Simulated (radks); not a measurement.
Task: All-electron atom: the rhenium ion Re+ in [Xe] 4f14 5d5 6s1 (the NIST ground configuration). Calculated with a radial shooting solver on a logarithmic mesh with Libxc functionals: Dirac Kohn-Sham, PBE, spin-unpolarised, spherical densities, point nucleus; open shells fill j = l - 1/2 first.

Spin-orbit splittings of the eigenvalues, e(l+1/2) - e(l-1/2), with zeta = 2 splitting/(2l+1) and mean radii in bohr:

| shell | occ. | splitting (eV) | zeta (eV) | <r> j=l-1/2 | <r> j=l+1/2 |
|---|---|---|---|---|---|
| 2p | 6 | 1440 | 959.9 | 0.06246 | 0.07054 |
| 3p | 6 | 312.7 | 208.5 | 0.1870 | 0.2019 |
| 3d | 10 | 67.86 | 27.14 | 0.1765 | 0.1811 |
| 4p | 6 | 72.95 | 48.63 | 0.4450 | 0.4784 |
| 4d | 10 | 13.48 | 5.390 | 0.4934 | 0.5048 |
| 4f | 14 | 2.511 | 0.7174 | 0.5763 | 0.5852 |
| 5p | 6 | 10.94 | 7.291 | 1.139 | 1.241 |
| 5d | 5 | ? | ? | 1.823 | 1.894 |

Estimate the 5d splitting.

Result: 0.9161 eV (zeta = 0.3664 eV).
